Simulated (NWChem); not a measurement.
System: MgHCl; SMILES [MgH][Cl]

NWChem input:

```
start job
memory heap 200 mb stack 900 mb global 1100 mb
geometry units angstroms noautosym nocenter noautoz
  Mg    -0.001929     1.135785     0.000000
  H     -0.007709     2.829044     0.000000
  Cl     0.001422    -1.075646     0.000000
end
basis spherical
  Mg library 6-31g*
  H library 6-31g*
  Cl library 6-31g*
end
dft
  xc xwpbe 1.00 cpbe96 1.0 hfexch 1.00
  cam 0.2 cam_alpha 0.0 cam_beta 1.0
  iterations 150
  vectors input atomic output neutral.movecs
end
task dft energy
charge 1
dft
  odft
  mult 2
  vectors input atomic output cation.movecs
end
task dft energy
```

Output (shortened):

```
             Northwest Computational Chemistry Package (NWChem) 7.3.0
             --------------------------------------------------------

                             Geometry "geometry" -> ""
                             -------------------------

 Output coordinates in angstroms (scale by  1.889725989 to convert to a.u.)

  No.       Tag          Charge          X              Y              Z
 ---- ---------------- ---------- -------------- -------------- --------------
    1 Mg                  12.0000    -0.00192900     1.13578500     0.00000000
    2 H                    1.0000    -0.00770900     2.82904400     0.00000000
    3 Cl                  17.0000     0.00142200    -1.07564600     0.00000000

 Effective nuclear repulsion energy (a.u.)      54.8695769742

  pbe96 is a nonlocal functional; adding pw91lda local functional.

                                 NWChem DFT Module
                                 -----------------

 Summary of "ao basis" -> "ao basis" (spherical)
 ------------------------------------------------------------------------------
       Tag                 Description            Shells   Functions and Types
 ---------------- ------------------------------  ------  ---------------------
 Mg                          6-31g*                  8       18   4s3p1d
 H                           6-31g*                  2        2   2s
 Cl                          6-31g*                  8       18   4s3p1d

            General Information
            -------------------
          SCF calculation type: DFT
          Wavefunction type:  closed shell.
          No. of atoms     :     3
          No. of electrons :    30
           Alpha electrons :    15
            Beta electrons :    15
          Charge           :     0
          Spin multiplicity:     1
          Use of symmetry is: off; symmetry adaption is: off
          Maximum number of iterations: 150
          AO basis - number of functions:    38
                     number of shells:    18
          Convergence on energy requested:  1.00D-06
          Convergence on density requested:  1.00D-05
          Convergence on gradient requested:  5.00D-04

              XC Information
              --------------
                     Hartree-Fock (Exact) Exchange  1.000
                     LC-wPBE(h)Exchange Functional  1.000
            Perdew 1991 LDA Correlation Functional  1.000 local
           PerdewBurkeErnz. Correlation Functional  1.000 non-local

           Range-Separation Parameters
           ---------------------------
           Alpha           :  0.00
           Beta            :  1.00
           Gamma           :  0.20
           Short-Range HF  :     F

             Grid Information
             ----------------
          Grid used for XC integration:  medium
          Radial quadrature: Mura-Knowles
          Angular quadrature: Lebedev.
          Tag              B.-S. Rad. Rad. Pts. Rad. Cut. Ang. Pts.
          ---              ---------- --------- --------- ---------
          Mg                  1.50       88           8.0       590
          H                   0.35       45          10.0       434
          Cl                  1.00       88          10.0       590
          Grid pruning is: on
          Number of quadrature shells:   221
          Spatial weights used:  Erf1

      Superposition of Atomic Density Guess
      -------------------------------------

 Sum of atomic energies:        -659.54403455

      Non-variational initial energy
      ------------------------------

 Total energy =    -659.607608
 1-e energy   =   -1024.154711
 2-e energy   =     309.677526
 HOMO         =      -0.375161
 LUMO         =      -0.027178

   convergence    iter        energy       DeltaE   RMS-Dens  Diis-err
 ---------------- ----- ----------------- --------- --------- ---------
 d= 0,ls=0.0,diis     1   -660.5709614318 -7.15D+02  1.89D-02  2.08D-01
 d= 0,ls=0.0,diis     2   -660.5938484376 -2.29D-02  7.63D-03  6.36D-02
 d= 0,ls=0.0,diis     3   -660.6032136816 -9.37D-03  1.51D-03  2.29D-03
 d= 0,ls=0.0,diis     4   -660.6036791359 -4.65D-04  2.80D-04  4.04D-05
 d= 0,ls=0.0,diis     5   -660.6036953223 -1.62D-05  9.46D-05  4.52D-06
  Resetting Diis
 d= 0,ls=0.0,diis     6   -660.6036968307 -1.51D-06  1.56D-05  1.56D-07
 d= 0,ls=0.0,diis     7   -660.6036968801 -4.95D-08  3.14D-06  4.60D-09

         Total DFT energy =     -660.603696880141
      One electron energy =    -1025.362393505117
           Coulomb energy =      354.740598075359
    Exchange-Corr. energy =      -44.851478424545
 Nuclear repulsion energy =       54.869576974162

 Numeric. integr. density =       30.000000489754

                       DFT Final Molecular Orbital Analysis
                       ------------------------------------

 Vector   13  Occ=2.000000D+00  E=-3.635723D-01
              MO Center=  1.2D-03, -9.9D-01,  1.3D-06, r^2= 1.3D+00
   Bfn.  Coefficient  Atom+Function         Bfn.  Coefficient  Atom+Function
  ----- ------------  ---------------      ----- ------------  ---------------
    27      0.696872  3 Cl px                31      0.386166  3 Cl px
    23     -0.275697  3 Cl px                 7      0.084284  1 Mg px
    14     -0.056467  1 Mg d -2               3     -0.039891  1 Mg px
    11      0.035010  1 Mg px

 Vector   14  Occ=2.000000D+00  E=-3.635723D-01
              MO Center=  1.3D-03, -9.9D-01, -1.3D-06, r^2= 1.3D+00
   Bfn.  Coefficient  Atom+Function         Bfn.  Coefficient  Atom+Function
  ----- ------------  ---------------      ----- ------------  ---------------
    29      0.696874  3 Cl pz                33      0.386167  3 Cl pz
    25     -0.275698  3 Cl pz                 9      0.084284  1 Mg pz
    15     -0.056468  1 Mg d -1               5     -0.039891  1 Mg pz
    13      0.035010  1 Mg pz

 Vector   15  Occ=2.000000D+00  E=-3.584452D-01
              MO Center= -5.2D-03,  2.0D+00,  2.0D-09, r^2= 3.2D+00
   Bfn.  Coefficient  Atom+Function         Bfn.  Coefficient  Atom+Function
  ----- ------------  ---------------      ----- ------------  ---------------
    20      0.314600  2 H  s                 28     -0.310627  3 Cl py
    19      0.286628  2 H  s                  8      0.281373  1 Mg py
     6      0.204624  1 Mg s                 32     -0.145767  3 Cl py
     4     -0.140233  1 Mg py                10      0.134208  1 Mg s
    24      0.121622  3 Cl py                 2     -0.103530  1 Mg s

 Vector   16  Occ=0.000000D+00  E= 1.777114D-02
              MO Center=  2.1D-02,  8.1D-01, -6.1D-08, r^2= 5.4D+00
   Bfn.  Coefficient  Atom+Function         Bfn.  Coefficient  Atom+Function
  ----- ------------  ---------------      ----- ------------  ---------------
    10      0.970162  1 Mg s                 20     -0.438068  2 H  s
    30     -0.420441  3 Cl s                 12     -0.346488  1 Mg py
     6      0.266968  1 Mg s                 28     -0.222243  3 Cl py
    32     -0.220063  3 Cl py                 2     -0.169881  1 Mg s
    19     -0.153812  2 H  s                 26     -0.148315  3 Cl s

 Vector   17  Occ=0.000000D+00  E= 2.983057D-02
              MO Center= -2.0D-03,  1.2D+00,  3.8D-06, r^2= 6.5D+00
   Bfn.  Coefficient  Atom+Function         Bfn.  Coefficient  Atom+Function
  ----- ------------  ---------------      ----- ------------  ---------------
    13      0.777125  1 Mg pz                 9      0.345193  1 Mg pz
    33     -0.206378  3 Cl pz                29     -0.168192  3 Cl pz
     5     -0.139118  1 Mg pz                25      0.065593  3 Cl pz
    15      0.034529  1 Mg d -1

 Vector   18  Occ=0.000000D+00  E= 2.983187D-02
              MO Center= -2.4D-02,  1.2D+00, -3.7D-06, r^2= 6.5D+00
   Bfn.  Coefficient  Atom+Function         Bfn.  Coefficient  Atom+Function
  ----- ------------  ---------------      ----- ------------  ---------------
    11      0.777077  1 Mg px                 7      0.345169  1 Mg px
    31     -0.206370  3 Cl px                27     -0.168186  3 Cl px
     3     -0.139108  1 Mg px                23      0.065591  3 Cl px
    14      0.034524  1 Mg d -2

     Multipole analysis of the density
     ---------------------------------

     L   x y z        total         alpha         beta         nuclear
     -   - - -        -----         -----         ----         -------
     0   0 0 0     -0.000000    -15.000000    -15.000000     30.000000

     1   1 0 0      0.001752      0.007190      0.007190     -0.012629
     1   0 1 0      0.674198      2.063853      2.063853     -3.453508
     1   0 0 1     -0.000000     -0.000000     -0.000000      0.000000

     2   2 0 0    -16.460371     -8.230433     -8.230433      0.000494
     2   1 1 0      0.023740      0.144183      0.144183     -0.264626
     2   1 0 1      0.000000      0.000000      0.000000      0.000000
     2   0 2 0    -24.107773    -89.104642    -89.104642    154.101510
     2   0 1 1      0.000000      0.000000      0.000000      0.000000
     2   0 0 2    -16.460305     -8.230153     -8.230153      0.000000

                                 NWChem DFT Module
                                 -----------------

            General Information
            -------------------
          SCF calculation type: DFT
          Wavefunction type:  spin polarized.
          No. of atoms     :     3
          No. of electrons :    29
           Alpha electrons :    15
            Beta electrons :    14
          Charge           :     1
          Spin multiplicity:     2
          Use of symmetry is: off; symmetry adaption is: off
          Maximum number of iterations: 150
          This is a Direct SCF calculation.
          AO basis - number of functions:    38
                     number of shells:    18
          Convergence on energy requested:  1.00D-06
          Convergence on density requested:  1.00D-05
          Convergence on gradient requested:  5.00D-04

              XC Information
              --------------
                     Hartree-Fock (Exact) Exchange  1.000
                     LC-wPBE(h)Exchange Functional  1.000
            Perdew 1991 LDA Correlation Functional  1.000 local
           PerdewBurkeErnz. Correlation Functional  1.000 non-local

           Range-Separation Parameters
           ---------------------------
           Alpha           :  0.00
           Beta            :  1.00
           Gamma           :  0.20
           Short-Range HF  :     F

             Grid Information
             ----------------
          Grid used for XC integration:  medium
          Radial quadrature: Mura-Knowles
          Angular quadrature: Lebedev.
          Tag              B.-S. Rad. Rad. Pts. Rad. Cut. Ang. Pts.
          ---              ---------- --------- --------- ---------
          Mg                  1.50       88           8.0       590
          H                   0.35       45          10.0       434
          Cl                  1.00       88          10.0       590
          Grid pruning is: on
          Number of quadrature shells:   221
          Spatial weights used:  Erf1

      Superposition of Atomic Density Guess
      -------------------------------------

 Sum of atomic energies:        -659.54403455

 Renormalizing density from      30.00 to     29

      Non-variational initial energy
      ------------------------------

 Total energy =    -645.770200
 1-e energy   =    -990.016220
 2-e energy   =     289.376443
 HOMO         =      -0.622007
 LUMO         =      -0.284376

   convergence    iter        energy       DeltaE   RMS-Dens  Diis-err
 ---------------- ----- ----------------- --------- --------- ---------
 d= 0,ls=0.0,diis     1   -659.9257941817 -7.15D+02  3.20D-02  4.28D-01
                                                     3.62D-02  3.57D-01
 d= 0,ls=0.5,diis     2   -659.5461895332  3.80D-01  1.21D-02  9.87D-01
                                                     9.93D-03  6.59D-01
 d= 0,ls=0.5,diis     3   -659.9694125302 -4.23D-01  8.21D-03  2.81D-01
                                                     6.09D-03  1.70D-01
 d= 0,ls=0.5,diis     4   -660.1268295882 -1.57D-01  4.24D-03  5.72D-02
                                                     3.11D-03  3.38D-02
 d= 0,ls=0.5,diis     5   -660.1672550179 -4.04D-02  2.28D-03  1.22D-02
                                                     1.69D-03  7.42D-03
  Resetting Diis
 d= 0,ls=0.5,diis     6   -660.1784493030 -1.12D-02  1.20D-03  2.77D-03
                                                     9.33D-04  1.83D-03
 d= 0,ls=0.5,diis     7   -660.1814159938 -2.97D-03  6.80D-04  6.79D-04
                                                     6.01D-04  4.91D-04
 d= 0,ls=0.5,diis     8   -660.1822245028 -8.09D-04  3.38D-04  1.63D-04
                                                     2.94D-04  1.18D-04
 d= 0,ls=0.5,diis     9   -660.1824568436 -2.32D-04  2.35D-04  6.07D-05
                                                     2.03D-04  4.35D-05
 d= 0,ls=0.5,diis    10   -660.1825556859 -9.88D-05  1.41D-04  2.17D-05
                                                     1.20D-04  1.44D-05
 d= 0,ls=0.5,diis    11   -660.1825914762 -3.58D-05  9.34D-05  8.22D-06
                                                     7.66D-05  4.88D-06
 d= 0,ls=0.5,diis    12   -660.1826047377 -1.33D-05  5.66D-05  3.13D-06
                                                     4.22D-05  1.60D-06
 d= 0,ls=0.5,diis    13   -660.1826094290 -4.69D-06  3.73D-05  1.20D-06
                                                     2.32D-05  5.08D-07
 d= 0,ls=0.5,diis    14   -660.1826111665 -1.74D-06  2.38D-05  4.55D-07
                                                     1.18D-05  1.66D-07
 d= 0,ls=0.5,diis    15   -660.1826117997 -6.33D-07  1.55D-05  1.70D-07
                                                     6.28D-06  5.72D-08
 d= 0,ls=0.5,diis    16   -660.1826120392 -2.40D-07  9.65D-06  6.26D-08
                                                     3.66D-06  2.29D-08

         Total DFT energy =     -660.182612130658
      One electron energy =    -1016.020241255913
           Coulomb energy =      345.519621930448
    Exchange-Corr. energy =      -44.551569779354
 Nuclear repulsion energy =       54.869576974162

 Numeric. integr. density =       29.000000467778

                    DFT Final Alpha Molecular Orbital Analysis
                    ------------------------------------------

 Vector   13  Occ=1.000000D+00  E=-7.460861D-01
              MO Center=  1.3D-03, -9.7D-01,  1.8D-05, r^2= 1.2D+00
   Bfn.  Coefficient  Atom+Function         Bfn.  Coefficient  Atom+Function
  ----- ------------  ---------------      ----- ------------  ---------------
    28      0.732803  3 Cl py                24     -0.283532  3 Cl py
     6      0.241708  1 Mg s                 32      0.206421  3 Cl py
     8     -0.166903  1 Mg py                30     -0.147186  3 Cl s
    26     -0.116663  3 Cl s                  2     -0.095777  1 Mg s
    18     -0.088497  1 Mg d  2               4      0.081713  1 Mg py

 Vector   14  Occ=1.000000D+00  E=-7.057197D-01
              MO Center=  1.3D-03, -1.0D+00,  6.6D-07, r^2= 1.1D+00
   Bfn.  Coefficient  Atom+Function         Bfn.  Coefficient  Atom+Function
  ----- ------------  ---------------      ----- ------------  ---------------
    27      0.759762  3 Cl px                31      0.319705  3 Cl px
    23     -0.291132  3 Cl px                29      0.161697  3 Cl pz
    33      0.068042  3 Cl pz                25     -0.061961  3 Cl pz
     7      0.054427  1 Mg px                14     -0.042367  1 Mg d -2
     3     -0.028231  1 Mg px

[...]
```

Level: LC-wPBE (HJS exchange hole, range parameter 0.2 per bohr)/6-31G* (spherical d), vertical spin-unrestricted ions. The geometry was optimised at B3LYP/6-31G* (spherical d).
